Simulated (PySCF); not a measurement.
BrH3OSeSi, SMILES Br[Se]O[SiH3].

Geometry optimised at r2SCAN-D4/def2-SVP. This is a generated structure with no PubChem entry under its InChIKey; it may be hypothetical. The values are those of a single conformer.

Computed with r2SCAN-D4/def2-SVP (PySCF).

Frequencies are harmonic and unscaled.

```
mode  ν (cm⁻¹)  IR (km/mol)  Raman (Å⁴/amu)  depolarisation  moving atoms (share of kinetic energy)
----  --------  -----------  --------------  --------------  --------------------------------------
1           55          0.5             1.0            0.66       H 33 %, Si 29 %, Br 18 %, Se 14 %
2           90          0.7             1.1            0.54                H 65 %, Si 15 %, Br 13 %
3          162          0.9             0.7            0.14        Si 34 %, O 28 %, H 20 %, Se 17 %
4          204          1.9             3.7            0.57        O 63 %, Br 15 %, H 10 %, Se 10 %
5          290         21.9             7.4            0.25                        Se 54 %, Br 42 %
6          548         16.0            22.3            0.30        O 50 %, Se 18 %, H 16 %, Si 16 %
7          703         41.4            13.6            0.75                          H 84 %, Si 8 %
8          718         57.0             8.9            0.24                 H 74 %, O 16 %, Si 10 %
9          850        366.7             2.7            0.47                         O 72 %, Si 25 %
10         933         67.7            22.7            0.75                                  H 96 %
11         944        105.9            15.3            0.74                                  H 95 %
12         968        159.0            15.0            0.74                                  H 93 %
13        2236         82.5           172.9            0.08                                  H 98 %
14        2247         82.4            61.4            0.32                                  H 96 %
15        2265        112.4           176.6            0.36                                  H 96 %
```
